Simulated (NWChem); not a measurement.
Species: CH5NOSi2; SMILES C1=N[SiH2]O[SiH2]1

```xyz
10

C     -1.4292     0.4236     0.0000
N     -1.2841    -0.8459     0.0000
Si     0.4177    -1.3541     0.0000
O      1.2305     0.1180     0.0000
Si     0.2040     1.4423     0.0000
H     -2.4529     0.8480     0.0000
H      0.7228    -2.1418     1.2239
H      0.7228    -2.1418    -1.2239
H      0.3843     2.2833    -1.2187
H      0.3843     2.2833     1.2187
```
Atoms are numbered in this order, from 1.

Computed with NWChem. The geometry was optimised at PBE0/def2-SVP. Level: PBE0/def2-SVP with SMD (1 M gas to 1 M solution), gas-phase geometry. Reactions with the solvent are ignored.

For solvent water:

| Item | Result |
|---|---|
| solvation free energy (kcal/mol) | -0.8 |
| cavity-dispersion-structure term (kcal/mol) | 3.5 |
| dipole in solution (D) | 1.71 |

Q: What are these values for solvent toluene?

A: 
| Quantity | Result |
|---|---|
| solvation free energy (kcal/mol) | -1.8 |
| cavity-dispersion-structure term (kcal/mol) | 0.0 |
| dipole in solution (D) | 1.42 |
